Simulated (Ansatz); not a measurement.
Mulliken charges of C2H5ClOSi (`O/C([SiH3])=C\Cl`) from PBE/def2-TZVPP in Ansatz (PBE0-D4/def2-TZVP geometry).

| atom | x (Å) | y (Å) | z (Å) | charge (e) |
| --- | --- | --- | --- | --- |
| O1 | -1.620 | -0.097 | 0.512 | -0.249 |
| C2 | -0.356 | 0.152 | 0.109 | 0.030 |
| Si3 | 0.715 | -1.360 | -0.180 | 0.226 |
| C4 | 0.134 | 1.379 | -0.080 | -0.055 |
| Cl5 | -0.848 | 2.778 | 0.185 | -0.112 |
| H6 | -2.078 | 0.749 | 0.630 | 0.187 |
| H7 | 2.050 | -0.879 | -0.612 | -0.050 |
| H8 | 0.109 | -2.213 | -1.233 | -0.043 |
| H9 | 0.831 | -2.144 | 1.075 | -0.043 |
| H10 | 1.144 | 1.582 | -0.402 | 0.108 |

Problem. By hand: the dipole of these point charges (1 e Å = 4.8032 D).

Solution. Σ q r = (0.234, -0.123, -0.069) e Å, of length 0.273 e Å = 1.31 D.

Problem. How does the dipole of the full density compare? (Best estimate.)

Solution. Ansatz gave: (0.086, 0.023, -0.028) e Å, 0.45 D; the point charges give 2.91 times that, at 41° from its direction.

Point charges leave out the atoms' own dipoles, such as those of lone pairs, and Mulliken's split depends on the basis, so the two needn't agree.
